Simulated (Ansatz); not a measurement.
The pair A = HCl (SMILES Cl) (first 2 atoms), B = N2 (SMILES N#N); geometry from B3LYP-D3(BJ)/def2-TZVP.
(charge 0, multiplicity 1):
```xyz
4

Cl    -0.1797    -0.2793    -0.3226
H     -0.1622    -0.2077     0.9591
N     -0.1296    -0.0764     3.2784
N     -0.1135    -0.0147     4.3668
```

Cores are frozen in the correlated methods. MP2 and its Hartree–Fock in aug-cc-pV(Q+d)Z are density fitted.

The values were computed with Ansatz (Gaussian basis) for Hartree–Fock, density functionals and correlated methods. 

Total energies (hartree), monomers frozen at their geometry in the pair:

```
structure              HF/aug-cc-pV(T+d)Z  MP2/aug-cc-pV(T+d)Z  MP2/aug-cc-pV(Q+d)Z
---------------------  ------------------  -------------------  -------------------
AB                           -569.0945778         -569.6830258         -569.7327108
A in the pair's basis        -460.1085185         -460.3168938         -460.3373507
B in the pair's basis        -108.9860834         -109.3637997         -109.3929106
A                            -460.1084883         -460.3166091         -460.3372158
B                            -108.9859833         -109.3634304         -109.3926785
```

Problem. Work out the interaction energy without and with the counterpoise correction, and the superposition error, for each level.

Solution. 
E(AB) − E(A) − E(B), times 627.509 kcal/mol, with the monomers in their own basis and then in the pair's basis:
- HF/aug-cc-pV(T+d)Z: -0.07 uncorrected, 0.02 corrected; the monomers gain 0.08 kcal/mol from borrowed functions
- MP2/aug-cc-pV(T+d)Z: -1.87 uncorrected, -1.46 corrected; the monomers gain 0.41 kcal/mol from borrowed functions
- MP2/aug-cc-pV(Q+d)Z: -1.77 uncorrected, -1.54 corrected; the monomers gain 0.23 kcal/mol from borrowed functions

Ansatz is an electronic-structure program.
